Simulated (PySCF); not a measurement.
**Computed NMR parameters against published values**

Bonds (- single, = double, # triple, : aromatic): O1-N2 1.388 Å, N2-C3 1.397 Å, C3:C4 1.404 Å, C4:C5 1.390 Å, C5:C6 1.395 Å, C6:C7 1.394 Å, C7:C8 1.393 Å, C8:C3 1.400 Å. O1 carries H9; N2 carries H10; C4 carries H11; C5 carries H12; C6 carries H13; C7 carries H14; C8 carries H15.

Published estimates (parent shift plus substituent increments) and measurements: δ 13C C5/C7 126.3; C6 123.2; C4/C8 115.4 ppm (estimated from measurements, as parent shift plus tabulated substituent increment; solution, not stated per compound (mostly CDCl3 or CCl4); Pretsch, Buehlmann, Badertscher, Structure Determination of Organic Compounds, 4th ed. (2009)).

PySCF 2.14 calculation with structure optimised with PBE0-D3(BJ)/def2-SVP and shieldings: GIAO PBE0/pcSseg-1; relativity neglected, a single conformation, no solvent model, averaged over atoms made equivalent by symmetry, fast rotation or ring inversion.

(1) How close does the calculation come?

(2) How far are the unscaled 13C shifts from the references?

Answers

(1) 
Reference values: estimated from measurements, as parent shift plus tabulated substituent increment (solution, not stated per compound (mostly CDCl3 or CCl4); Pretsch, Buehlmann, Badertscher, Structure Determination of Organic Compounds, 4th ed. (2009)).
| atoms | quantity | reference | computed | computed, scaled |
| --- | --- | --- | --- | --- |
| C5/C7 | δ 13C | 126.3 | 134.7 | 130.1 |
| C6 | δ 13C | 123.2 | 124.6 | 120.4 |
| C4/C8 | δ 13C | 115.4 | 114.8 | 110.8 |

Computed shifts are σ(ref) − σ with the named reference compound (TMS for H and C) calculated as an isolated molecule at the same level. The measured values may be among those fitted. Scaled to experiment by linear calibration (H and C: mostly CDCl3 data, vs TMS): 13C: δ = 178.46 − 0.972σ (rms 2.0 ppm, 209 shifts, 2.2 ppm with the 3 outliers that the fit left out). Occasional misses reach two or three times the rms, and more in compound classes unlike the fitted ones.

(2) Mean signed difference +3.07 ppm, mean absolute 3.47 ppm over 3 comparisons; the largest is +8.4 ppm at C5/C7 (aromatic CH).
